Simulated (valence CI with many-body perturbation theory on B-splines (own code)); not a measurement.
## Ta50+: E2, M1 decay

Level of theory: configuration interaction combined with many-body perturbation theory (CI+MBPT): five valence electrons over a frozen Dirac-Fock core [Ar], radial functions for each j: 7 s, 7 p, 8 d, 6 f, 4 g, 1 h, with the one-electron correlation potential Σ1, the two-electron term Σ2, the three-electron term Σ3, Breit, model QED; selected CI, second order for the rest (own B-spline code, finite nucleus).

The last digits are not significant, and no measured levels were compared; by estimate large intervals hold to a few tenths of a per cent, small ones and those within an open d or f shell to about a per cent. Among the levels kept, up to 250 cm⁻¹ of a level comes from second order outside the variational space, and about a tenth of that is noise between levels of different J, which matters for small intervals. The list stops below the first excitations out of the core. Only levels of the ground parity were solved; by the run's estimate the other parity begins above the list, which can be wrong where configurations are misplaced.

Lines 1 to 50 of 120 in falling wavelength, among levels below 1967700 cm⁻¹, chosen from the decays that carry over 1 % of a level's rate. Wavelengths and rates use the calculated energies. Electric multipoles are in the length gauge, E1 and E2 with the static RPA response of the core. Weak lines are less certain than strong ones. Lines between different terms over intervals too small for the method are left out, as are lines whose strength nearly cancels. The highest levels of a list are the least certain. Branching is blank where the lifetime is uncertain.

Levels are named by their leading jj configuration (3d3/2^4 stands for four electrons in 3d with j = 3/2), which in mixed levels can hold well under half, so a name can repeat and another be missing. Letters in brackets count levels of one name in rising energy.

```csv
λ vac (nm),Upper,Lower,Type,A (s⁻¹),Branch %
960.4,(3d3/2^3 3d5/2^2) J=11/2,(3d3/2^3 3d5/2^2) J=7/2 [a],E2,1.91e-08,
229.1,(3d3/2^3 3d5/2^2) J=9/2,(3d3/2^3 3d5/2^2) J=11/2,M1,6.86e+02,29.5
185.0,(3d3/2^3 3d5/2^2) J=9/2,(3d3/2^3 3d5/2^2) J=7/2 [a],M1,1.46e+03,62.9
145.5,(3d3/2^3 3d5/2^2) J=5/2 [b],(3d3/2^3 3d5/2^2) J=3/2 [a],M1,2.37e+03,3.0
103.9,(3d3/2^3 3d5/2^2) J=1/2,(3d3/2^3 3d5/2^2) J=3/2 [a],M1,1.96e+04,96.9
83.87,(3d3/2^3 3d5/2^2) J=7/2 [b],(3d3/2^3 3d5/2^2) J=7/2 [a],M1,3.59e+03,3.5
71.46,(3d3/2^2 3d5/2^3) J=1/2 [b],(3d3/2^2 3d5/2^3) J=3/2 [a],M1,3.16e+04,1.0
70.90,(3d3/2^3 3d5/2^2) J=3/2 [b],(3d3/2^3 3d5/2^2) J=1/2,M1,3.23e+03,1.1
63.36,(3d3/2^2 3d5/2^3) J=9/2 [c],(3d3/2^2 3d5/2^3) J=9/2 [b],M1,2.46e+04,2.1
59.33,(3d3/2^3 3d5/2^2) J=3/2 [b],(3d3/2^3 3d5/2^2) J=5/2 [b],M1,1.06e+04,3.7
56.77,(3d3/2^3 3d5/2^2) J=5/2 [b],(3d3/2^3 3d5/2^2) J=5/2 [a],M1,4.20e+04,53.7
52.14,(3d3/2^2 3d5/2^3) J=3/2 [c],(3d3/2^2 3d5/2^3) J=1/2 [b],M1,1.79e+04,1.5
42.15,(3d3/2^3 3d5/2^2) J=3/2 [b],(3d3/2^3 3d5/2^2) J=3/2 [a],M1,2.85e+04,9.8
40.95,(3d3/2^2 3d5/2^3) J=3/2 [c],(3d3/2^2 3d5/2^3) J=5/2 [c],M1,4.94e+04,4.0
33.03,(3d3/2^2 3d5/2^3) J=1/2 [a],(3d3/2^3 3d5/2^2) J=3/2 [b],M1,2.30e+05,5.6
32.00,(3d3/2^2 3d5/2^3) J=3/2 [a],(3d3/2^3 3d5/2^2) J=3/2 [b],M1,7.82e+04,1.3
31.08,(3d3/2^2 3d5/2^3) J=5/2 [b],(3d3/2^3 3d5/2^2) J=3/2 [b],M1,1.33e+05,4.2
29.01,(3d3/2^3 3d5/2^2) J=3/2 [b],(3d3/2^3 3d5/2^2) J=5/2 [a],M1,2.23e+04,7.7
28.65,(3d3/2^2 3d5/2^3) J=5/2 [d],(3d3/2^2 3d5/2^3) J=5/2 [b],M1,1.02e+05,4.5
25.15,(3d3/2^2 3d5/2^3) J=9/2 [a],(3d3/2^3 3d5/2^2) J=7/2 [b],M1,2.36e+05,10.7
25.00,(3d3/2^2 3d5/2^3) J=5/2 [c],(3d3/2^3 3d5/2^2) J=3/2 [b],M1,6.73e+05,16.7
24.71,(3d3/2^2 3d5/2^3) J=3/2 [b],(3d3/2^3 3d5/2^2) J=3/2 [b],M1,1.97e+04,1.3
24.15,(3d3/2^2 3d5/2^3) J=7/2 [a],(3d3/2^3 3d5/2^2) J=5/2 [b],M1,4.90e+05,14.9
24.13,(3d3/2^2 3d5/2^3) J=5/2 [a],(3d3/2^3 3d5/2^2) J=3/2 [a],M1,9.95e+04,1.7
23.87,(3d3/2 3d5/2^4) J=3/2 [a],(3d3/2^2 3d5/2^3) J=1/2 [b],M1,8.09e+04,1.0
23.51,(3d3/2^2 3d5/2^3) J=5/2 [d],(3d3/2^2 3d5/2^3) J=7/2 [a],M1,1.59e+05,7.0
23.32,(3d3/2^2 3d5/2^3) J=5/2 [a],(3d3/2^3 3d5/2^2) J=7/2 [a],M1,4.27e+05,7.1
22.89,(3d3/2^3 3d5/2^2) J=5/2 [a],(3d3/2^4 3d5/2) J=5/2,M1,2.79e+06,100.0
22.57,(3d3/2^2 3d5/2^3) J=7/2 [a],(3d3/2^3 3d5/2^2) J=9/2,M1,7.63e+05,23.2
22.53,(3d3/2^2 3d5/2^3) J=1/2 [a],(3d3/2^3 3d5/2^2) J=1/2,M1,1.24e+06,30.3
22.44,(3d3/2 3d5/2^4) J=7/2 [a],(3d3/2^2 3d5/2^3) J=5/2 [c],M1,4.64e+05,7.3
22.39,(3d3/2^2 3d5/2^3) J=11/2,(3d3/2^3 3d5/2^2) J=9/2,M1,3.07e+05,13.9
22.10,(3d3/2^2 3d5/2^3) J=1/2 [b],(3d3/2^3 3d5/2^2) J=3/2 [b],M1,5.60e+04,1.8
22.05,(3d3/2^2 3d5/2^3) J=3/2 [a],(3d3/2^3 3d5/2^2) J=1/2,M1,2.62e+05,4.5
22.02,(3d3/2^2 3d5/2^3) J=5/2 [b],(3d3/2^3 3d5/2^2) J=7/2 [b],M1,3.05e+05,9.6
21.61,(3d3/2^2 3d5/2^3) J=9/2 [a],(3d3/2^3 3d5/2^2) J=9/2,M1,2.46e+04,1.1
21.60,(3d3/2 3d5/2^4) J=5/2 [a],(3d3/2^2 3d5/2^3) J=3/2 [a],M1,6.25e+05,6.9
21.51,(3d3/2 3d5/2^4) J=9/2,(3d3/2^2 3d5/2^3) J=7/2 [c],M1,4.34e+05,9.8
21.22,(3d3/2 3d5/2^4) J=3/2 [a],(3d3/2^2 3d5/2^3) J=5/2 [c],M1,6.07e+05,7.7
20.79,(3d3/2^2 3d5/2^3) J=3/2 [a],(3d3/2^3 3d5/2^2) J=5/2 [b],M1,1.02e+06,17.5
20.74,(3d3/2 3d5/2^4) J=7/2 [a],(3d3/2^2 3d5/2^3) J=9/2 [b],M1,4.71e+05,7.4
20.40,(3d3/2^2 3d5/2^3) J=11/2,(3d3/2^3 3d5/2^2) J=11/2,M1,1.91e+06,86.1
20.39,(3d3/2^2 3d5/2^3) J=5/2 [b],(3d3/2^3 3d5/2^2) J=5/2 [b],M1,1.18e+06,37.1
20.26,(3d3/2^2 3d5/2^3) J=5/2 [d],(3d3/2^2 3d5/2^3) J=5/2 [a],M1,3.40e+04,1.5
20.23,(3d3/2 3d5/2^4) J=11/2,(3d3/2^2 3d5/2^3) J=9/2 [b],M1,4.31e+05,8.7
20.16,(3d3/2^2 3d5/2^3) J=9/2 [b],(3d3/2^3 3d5/2^2) J=7/2 [b],M1,3.39e+05,8.9
20.11,(3d3/2^2 3d5/2^3) J=7/2 [a],(3d3/2^3 3d5/2^2) J=7/2 [a],M1,1.17e+06,35.8
19.75,(3d3/2^2 3d5/2^3) J=9/2 [a],(3d3/2^3 3d5/2^2) J=11/2,M1,7.67e+05,34.9
19.40,(3d3/2^2 3d5/2^3) J=7/2 [b],(3d3/2^3 3d5/2^2) J=7/2 [b],M1,3.63e+05,31.8
19.35,(3d3/2^2 3d5/2^3) J=9/2 [a],(3d3/2^3 3d5/2^2) J=7/2 [a],M1,1.17e+06,53.2
```
